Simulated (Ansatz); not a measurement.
`BCB[SiH2]F` + H₂Se → `F[SiH2][SeH]` + `BCB` at 298.15 K and 1 bar (cleavage of the Si–B bond).

Program: Ansatz. Geometries: PBE0-D4/def2-TZVP. ΔE: electronic, gas phase. CCSD(T)/CBS adds triple-zeta CCSD(T) − MP2 to the extrapolated MP2 energy (def2 sets, frozen cores). For Se outer-core shells are correlated without core-valence functions, which leaves a few kJ/mol of doubt a bond. Scalar relativity is left out up to krypton. One conformer a species, not always the lowest.

| species | CCSD(T)/CBS energy (Eh) | H − E (kJ/mol) | S (J/(mol·K)) |
| --- | --- | --- | --- |
| `BCB[SiH2]F` | -480.74436 | 231.4 | 366.6 |
| H₂Se | -2401.89790 | 45.8 | 219.1 |
| `F[SiH2][SeH]` | -2791.46485 | 89.7 | 305.5 |
| `BCB` | -91.21084 | 192.3 | 281.6 |

H − E and S are ideal-gas, rigid-rotor, harmonic terms from PBE0-D4/def2-TZVP, for one conformer and one mirror image of each species. 1 Eh = 2625.50 kJ/mol, R = 8.31446 J/(mol·K).

Task: By hand: ΔE, ΔH, ΔS and ΔG.

Result: ΔE = (-2791.46485) + (-91.21084) − (-480.74436) − (-2401.89790) = -0.03343 Eh = -87.8 kJ/mol. Δ(H − E) = 89.7 + 192.3 − 231.4 − 45.8 = 4.8, so ΔH = -83.0 kJ/mol. ΔS = 305.5 + 281.6 − 366.6 − 219.1 = 1.4 J/(mol·K). ΔG = -83.0 − 298.15 × (1.4)/1000 = -83.4 kJ/mol.

Task: By hand: the equilibrium constant, and the temperature at which ΔG would vanish if ΔH and ΔS stayed fixed.

Result: log₁₀ K = −ΔG/(RT ln 10) = 14.6. ΔH and −TΔS have one sign here, so there is no such temperature.

The number of gas molecules stays the same, so ΔS is small and ΔH decides. A doubt of 5 kJ/mol in ΔE shifts log₁₀ K by 0.9 here. Other conformers and mirror images would add mixing entropy, several J/(mol·K) or more a flexible species. Modes under 60 cm⁻¹, often nearly free rotors, make the harmonic entropy too high. These are equilibria of isolated gas molecules and say nothing of rates. Largest T1 diagnostic: 0.013 (customary marks: 0.02 for closed shells, 0.045 for open ones).

ΔS is within the doubt of such terms, so its sign, and with it that verdict, could turn.
